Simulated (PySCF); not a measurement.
Species: C₇H₆N₂ (charge +1 and doublet state).
Structure used (GFN2-xTB), in Å, numbered top down from 1:
```
atom  x, y, z in Å
N1     4.1024   -0.0145   -0.2036
C2     2.9563   -0.0078   -0.1490
C3     1.5504   -0.0016   -0.0802
C4     0.8014   -0.8292   -0.9493
C5    -0.5624   -0.8272   -0.8847
C6    -1.2389    0.0046    0.0595
N7    -2.5611    0.0014    0.1318
C8    -0.4677    0.8379    0.9267
C9     0.8958    0.8310    0.8575
H10    1.3212   -1.4572   -1.6573
H11   -1.1440   -1.4532   -1.5448
H12   -3.0499    0.5847    0.7991
H13   -3.1169   -0.5877   -0.4755
H14   -0.9778    1.4714    1.6370
H15    1.4867    1.4553    1.5109
```

The hyperfine couplings belong to this conformer and change with its torsions.

The species is `N#CC1=CC=C([NH2+])C=C1` [radical] (charge +1).

Level of theory: UKS B3LYP, pcH-1 on C H N, non-relativistic, mean-field spin-orbit, GIAO (PySCF 2.14.0). Isolated species at its GFN2-xTB geometry, gas phase. Couplings are sensitive to structure, and on GFN2-xTB geometries they can be far from those on DFT ones, by a factor of two or more for some ions and for spin on atoms past the first row. The SCF solution wasn't tested for stability. ⟨S²⟩ is 0.773 where a pure state has 0.75.

(1) The isotropic 14N couplings are +14.3, +4.4 MHz. Assign them to N1; N7.

(2) Match the computed a_iso(13C) values +33.4, -28.7, -20.5, -15.0, +13.6 MHz (means over equivalent nuclei) with the sites C2; C3; C4/C9; C5/C8; C6.

(3) The isotropic 1H couplings, averaged over equivalent nuclei, are -25.5, -13.6, +4.5 MHz. Assign them to H10/H15; H11/H14; H12/H13.

## Answers

(1) 
```csv
site,a_iso (MHz),ρ(0) (bohr⁻³),position,distance from C3 (Å),spin population,largest |T| (MHz)
N1,+4.4,+0.0135,2 bonds from C3,2.55,+0.21,18.1
N7,+14.3,+0.0444,a main spin site,4.12,+0.32,32.8
```

(2) 
| site | a_iso (MHz) | ρ(0) (bohr⁻³) | position | distance from C3 (Å) | spin population | largest \|T\| (MHz) |
| --- | --- | --- | --- | --- | --- | --- |
| C2 | -28.7 | -0.0255 | 1 bond from C3 | 1.41 | -0.11 | 10.9 |
| C3 | +33.4 | +0.0297 | largest spin population | 0.00 | +0.37 | 59.9 |
| C4/C9 | -20.5 | -0.0182 | 1 bond from C3 | 1.41 | -0.11 | 11.6 |
| C5/C8 | +13.6 | +0.0121 | 2 bonds from N7 | 2.41 | +0.19 | 30.4 |
| C6 | -15.0 | -0.0134 | 1 bond from N7 | 2.79 | +0.07 | 14.5 |

(3) 
```csv
site,a_iso (MHz),ρ(0) (bohr⁻³),position,distance from C3 (Å),bound to,spin population there,largest |T| (MHz)
H10/H15,+4.5,+0.0010,"2 bonds from C3, on C4 of spin population -0.11",2.16,C4/C9,-0.11,3.0
H11/H14,-13.6,-0.0030,"3 bonds from N7, on C5 of spin population +0.19",3.39,C5/C8,+0.19,9.2
H12/H13,-25.5,-0.0057,1 bond from N7,4.72,N7,+0.32,23.2
```

ρ(0) is the spin density at the nucleus and T the dipolar tensor; entries for several nuclei are means. The Mulliken spin populations are largest on C3 (+0.37), N7 (+0.32), N1 (+0.21) and C8 (+0.19). Five atoms exceed +0.15. The positive populations add up to 1.36 and the negative ones to -0.36, together 2S = 1. Main spin sites, with 60 % or more of the largest population: C3, N7; positions count bonds from the nearest.

β density exceeds α density at some nuclei, such as C2 (-0.0255), C4/C9 (-0.0182) and C6 (-0.0134), spin density in bohr⁻³. In a single determinant that takes different orbitals for the two spins, that is spin polarisation.

The SMILES `N#Cc1ccc([NH2+])cc1` draws the unpaired electron on N7, whose computed spin population is only +0.32.
